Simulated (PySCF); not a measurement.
Re⁺ (rhenium, charge +1): UHF calculation

Configuration: [Xe] 4f14 5d5 6s1, high-spin 7S determinant. Calculation: PySCF 2.14, in aug-cc-pVQZ-PP with ECP60MDF (7s7p6d4f3g2h, 135 functions); a scalar-relativistic core potential.

```json
{
 "Total energy": "-77.620759 hartree",
 "One-electron energy": "-128.9448 hartree",
 "Hartree (Coulomb) energy": "59.0983 hartree",
 "Exchange energy": "-7.7743 hartree",
 "⟨S²⟩": "12.0045",
 "⟨L²⟩": "0.000",
 "Sum of ⟨r⟩": "21.62 bohr",
 "Sum of ⟨r²⟩": "41.55 bohr²"
}
```

| shell | electrons | mean orbital energy (eV) | rms radius, mean of both spins (bohr) |
| --- | --- | --- | --- |
| 5s α | 1 | -110.41 | 1.12 |
| 5s β | 1 | -104.29 | 1.12 |
| 5p α | 3 | -68.852 | 1.31 |
| 5p β | 3 | -60.054 | 1.31 |
| 5d α | 5 | -19.623 | 1.97 |
| 6s α | 1 | -16.033 | 3.08 |

Energies and moments cover only the electrons outside the core potential. Spin-orbit coupling, which splits the p, d and f shells strongly at this Z, is absent.
